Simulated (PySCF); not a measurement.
Job file and geometry (Å, from GFN2-xTB) of an NMR shielding run on `N#C[B@H-]([C@@H](C)C#N)[NH3+]`, C4H8BN3, GIAO PBE0/pcSseg-1 NMR shielding, non-relativistic, gas phase (PySCF); density fitting, a coarse starting grid and PySCF grid level 2 are the driver's defaults:

```
$ OMP_NUM_THREADS=1 python probes_run.py task.json out

{"job": {"kind": "nmr", "xc": "PBE0", "basis": "pcSseg-1"}, "charge": 0, "multiplicity": 1}
C     -1.770149     0.434335    -0.979263
C     -0.716910     0.411590     0.134722
C     -1.183958    -0.312199     1.274254
N     -1.418502    -0.942280     2.206468
B      0.699872    -0.309630    -0.357700
N      1.554008    -0.660932     0.999452
C      1.556867     0.701278    -1.158598
N      2.193214     1.462039    -1.737670
H     -2.014930    -0.578947    -1.289505
H     -1.374291     0.970119    -1.838535
H     -2.683760     0.927445    -0.649436
H     -0.530124     1.443096     0.460666
H      0.521387    -1.331784    -0.934779
H      1.874537     0.195189     1.446950
H      2.356096    -1.243151     0.773912
H      0.929045    -1.157224     1.637651
```

Question: What does the program print?

Answer: 
```
coarse grid: 13576 points
cycle   1  E = -345.7966899769  dE =  9.121e-01  |g| = 5.333e-01  |ddm| = 3.539e+00
cycle   2  E = -345.6644716897  dE =  1.322e-01  |g| = 9.792e-01  |ddm| = 1.324e+00
cycle   3  E = -345.8661491178  dE = -2.017e-01  |g| = 1.829e-01  |ddm| = 7.719e-01
cycle   4  E = -345.8739372895  dE = -7.788e-03  |g| = 5.136e-02  |ddm| = 1.831e-01
cycle   5  E = -345.8745226216  dE = -5.853e-04  |g| = 1.471e-02  |ddm| = 4.646e-02
cycle   6  E = -345.8745617462  dE = -3.912e-05  |g| = 6.697e-03  |ddm| = 1.275e-02
cycle   7  E = -345.8745702210  dE = -8.475e-06  |g| = 2.101e-03  |ddm| = 5.204e-03
final grid: 131992 points
cycle   8  E = -345.9139265370  dE = -4.489e-05  |g| = 9.132e-03  |ddm| = 3.109e-02
cycle   9  E = -345.9139030588  dE =  2.348e-05  |g| = 1.396e-02  |ddm| = 1.619e-02
cycle  10  E = -345.9139436339  dE = -4.058e-05  |g| = 3.573e-03  |ddm| = 1.033e-02
cycle  11  E = -345.9139463564  dE = -2.722e-06  |g| = 3.457e-04  |ddm| = 2.453e-03
cycle  12  E = -345.9139463820  dE = -2.557e-08  |g| = 9.059e-05  |ddm| = 3.264e-04
cycle  13  E = -345.9139463837  dE = -1.653e-09  |g| = 3.136e-05  |ddm| = 8.231e-05
cycle  14  E = -345.9139463838  dE = -1.309e-10  |g| = 1.977e-05  |ddm| = 2.875e-05
converged SCF energy = -345.9139463838

GIAO shielding tensors (ppm)
atom      isotropic    diamagn.    paramagn.     s11        s22        s33       span
  0 C      170.445     244.044     -73.598    159.940    164.092    187.304     27.364
  1 C      171.486     251.955     -80.469    158.639    173.342    182.476     23.837
  2 C       53.582     263.946    -210.363    -69.385    -62.110    292.242    361.627
  3 N      -23.234     341.717    -364.951   -185.674   -168.519    284.491    470.164
  4 B      124.764     186.226     -61.462    113.944    125.552    134.796     20.852
  5 N      218.494     317.711     -99.217    211.945    217.018    226.519     14.573
  6 C       52.649     261.603    -208.954    -69.798    -63.984    291.730    361.527
  7 N      -72.627     339.888    -412.516   -264.910   -234.961    281.989    546.899
  8 H       30.517      29.003       1.514     26.427     28.620     36.502     10.075
  9 H       30.298      29.242       1.056     25.137     29.037     36.721     11.584
 10 H       30.108      27.976       2.132     25.157     27.696     37.471     12.314
 11 H       30.073      32.213      -2.140     27.158     28.353     34.708      7.549
 12 H       29.722      30.018      -0.296     27.620     29.302     32.244      4.623
 13 H       28.917      30.284      -1.367     23.972     25.174     37.606     13.634
 14 H       28.480      28.046       0.434     22.234     24.127     39.078     16.844
 15 H       27.170      31.567      -4.397     19.379     24.994     37.137     17.758
```

Size and cost of the density-fitted run: 176 basis functions, 71 s wall time on 1 thread of an Arm Neoverse V1, shared host; peak memory 0.77 GiB.
